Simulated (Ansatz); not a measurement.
Cost and result for the atomization energy of C₃H₆OSi (`[SiH3]C1=CCO1`) (11 atoms, 11 bonds).

```xyz
11

Si   -1.8442    0.5595    0.3343
C    -0.0721    0.0500    0.0580
C     0.6459   -0.6459   -0.8363
C     1.8497   -0.3499    0.0024
O     0.9790    0.3835    0.9102
H    -2.3414    0.0166    1.6238
H    -1.9571    2.0399    0.3575
H    -2.6334    0.0039   -0.7928
H     0.4463   -1.1795   -1.7499
H     2.6064    0.3128   -0.4240
H     2.3207   -1.1908    0.5167
```

The species carries charge 0 and has multiplicity 1. The geometry is a stationary point of PBE0-D4/def2-TZVP. Program: Ansatz. All runs use 4 threads of an Arm Neoverse V2 on a shared host. Times are those of one run each, without the atoms' runs, and a repeat can differ threefold. Electronic energies, without spin–orbit coupling; frozen cores. CCSD(T)/CBS adds CCSD(T) − MP2 in def2-TZVPP to the MP2 limit, and its time is that of the two runs behind it. T1 = 0.014; the RHF reference is unstable towards UHF. B3LYP takes the VWN-RPA correlation (the form of Gaussian; ORCA's B3LYP/G).

CCSD(T)/CBS is a level of theory with its own doubt, some kJ/mol a heavy atom from the limit and from the frozen cores, so smaller differences don't rank the functionals.

```csv
level,functions,wall time,atomization (kcal/mol),difference from CCSD(T)/CBS,per bond
PBE-D4/def2-TZVPP (with forces),250,1.9 s,1036.8,27.9,2.5
PBE0-D4/def2-TZVPP,250,2 s,1015.2,6.3,0.6
B3LYP-D4/def2-TZVPP (with forces),250,3.2 s,1008.8,-0.1,0.0
r2SCAN-D4/def2-TZVPP (with forces),250,3.5 s,1013.5,4.6,0.4
B2PLYP/def2-TZVPP,250,3.9 s,998.8,-10.1,-0.9
ωB97X-V/def2-TZVPP,250,5.5 s,1013.8,4.9,0.4
ωB97M-V/def2-TZVPP (with forces),250,8 s,1012.8,3.9,0.4
MP2/def2-QZVPP,478,17 s,1017.0,8.1,0.7
CCSD(T)/def2-TZVPP,250,92 s,982.5,-26.4,-2.4
CCSD(T)/CBS(def2),–,110 s,1008.9,0.0,0.0
```

From PBE to PBE0 (25 % exact exchange), in def2-TZVPP and without D4, the atomization energy moves by −20.8 kcal/mol: exact exchange takes away binding that semilocal exchange gives to molecules. The D4 term adds +8.3 kcal/mol with B3LYP and +4.3 kcal/mol with PBE0; it sums over pairs of atoms, weighted by their polarisabilities, and B3LYP, whose exchange is more repulsive, gets the larger term. In def2-TZVPP, CCSD(T) changes the Hartree–Fock value by +259.8 kcal/mol (the triples alone add +17.6 kcal/mol) and MP2 by +278.6 kcal/mol; breaking electron pairs costs correlation energy, which Hartree–Fock lacks.
